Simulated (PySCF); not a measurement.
An EPR job on `[C]([CH2+])(/C=C\CO)C#N` [radical].

Computed with UKS B3LYP, pcH-1 on C H N O, non-relativistic, mean-field spin-orbit, GIAO (PySCF 2.14.0). Geometry: GFN2-xTB. A driver script takes a list of jobs; this job's settings line and coordinates (Å) are shown.

Command:
```bash
OMP_NUM_THREADS=1 python probes_run.py task.json out
```

Input:
```
{"job": {"kind": "epr", "basis": "pcH-1"}, "charge": 1, "multiplicity": 2}
C     -1.930212     0.017336    -0.161327
C     -1.110832     0.136962     0.903078
C     -1.635720     0.758394     2.081743
N     -2.034842     1.292771     3.006754
C      0.241285    -0.348991     1.048544
C      1.201319    -0.419142     0.091967
C      1.132321     0.147077    -1.264507
O      2.176282    -0.086709    -2.116935
H     -2.907680     0.474035    -0.170454
H     -1.687821    -0.612645    -1.003845
H      0.510006    -0.648400     2.055985
H      2.131938    -0.910450     0.357129
H      0.991846     1.245768    -1.231451
H      0.186224    -0.196504    -1.747270
H      2.731469    -0.841512    -1.871322
```

Q: Estimate the output.

A: 
```
UKS, coarse grid
  cycle   1  E = -362.30194725  |g| = 5.63e-01
  cycle   2  E = -360.51974882  |g| = 1.79e+00
  cycle   3  E = -362.37927234  |g| = 3.07e-01
  cycle   4  E = -362.42423018  |g| = 1.82e-01
  cycle   5  E = -362.43709101  |g| = 6.32e-02
  cycle   6  E = -362.43854312  |g| = 3.25e-02
  cycle   7  E = -362.43887545  |g| = 1.50e-02
  cycle   8  E = -362.43898392  |g| = 7.46e-03
  cycle   9  E = -362.43901136  |g| = 2.91e-03
  cycle  10  E = -362.43901637  |g| = 1.57e-03
  cycle  11  E = -362.43901703  |g| = 6.36e-04
UKS, final grid
  cycle   1  E = -362.43901859  |g| = 1.23e-03
  cycle   2  E = -362.43901534  |g| = 2.95e-03
  cycle   3  E = -362.43901932  |g| = 3.52e-04
  cycle   4  E = -362.43901939  |g| = 9.43e-05
  cycle   5  E = -362.43901940  |g| = 7.35e-05
  cycle   6  E = -362.43901941  |g| = 4.83e-05
  cycle   7  E = -362.43901941  |g| = 1.38e-05
E = -362.43901941 Eh   <S^2> = 0.7606 (exact 0.7500)
g shifts (ppm)      1          2          3
  rmc          -170       -170       -170
  gc             20         16         26
  oz_so         486       1395       2777
  total         336       1240       2632
hyperfine (MHz)  atom isotope    a_iso     a_fc   dipolar eigenvalues
    0   13C      26.15      26.15    -28.66    -28.23     56.89
    1   13C     -13.98     -13.98     -5.01      0.18      4.83
    2   13C       7.23       7.23     -1.69     -1.25      2.95
    3   14N       0.46       0.46     -2.03     -1.60      3.63
    4   13C       7.01       7.01    -17.39    -15.53     32.92
    5   13C       6.73       6.73    -19.62    -18.01     37.63
    6   13C     -22.82     -22.82     -8.40     -5.48     13.88
    7   17O     -12.30     -12.30    -46.97     22.96     24.00
    8    1H     -22.57     -22.57    -13.56     -2.28     15.84
    9    1H     -20.16     -20.16    -11.35     -2.97     14.32
   10    1H      -0.31      -0.31     -8.32     -3.78     12.11
   11    1H     -11.54     -11.54     -8.26     -3.28     11.54
   12    1H     139.20     139.20     -5.70     -2.03      7.73
   13    1H     244.82     244.82     -8.17     -3.28     11.45
   14    1H     -11.27     -11.27     -9.06     -4.86     13.92
```

rmc, gc and oz_so are the mass-correction, gauge-correction and orbital-Zeeman/spin–orbit parts of the g shift along its three principal axes; a_iso is the isotropic hyperfine coupling and a_fc its Fermi-contact part. The program numbers atoms from 0.

Q: Get g_iso from the total shifts.

A: Their mean is 1403 ppm; added to g_e = 2.002319 it gives 2.00372.

Q: How far is ⟨S²⟩ from the pure-spin value?

A: S = 0.5 gives S(S+1) = 0.75; the run has 0.7606, 0.0106 more.

In short: ⟨S²⟩ 0.761; g_iso 2.0037.

Isolated species at its GFN2-xTB geometry (one conformer only).

Q: How long does this job take on one thread, INTEL XEON PLATINUM 8581C at 2.10 GHz (x86_64), shared host with 80 logical CPUs at a one-minute load of 16? And the peak memory of the process?

A: About 63 s (density and orbital grids were written too), with 0.97 GiB resident at the peak, the Python interpreter and its libraries included.
Labels such as C1 count atoms from 1, the log's own numbers from 0.
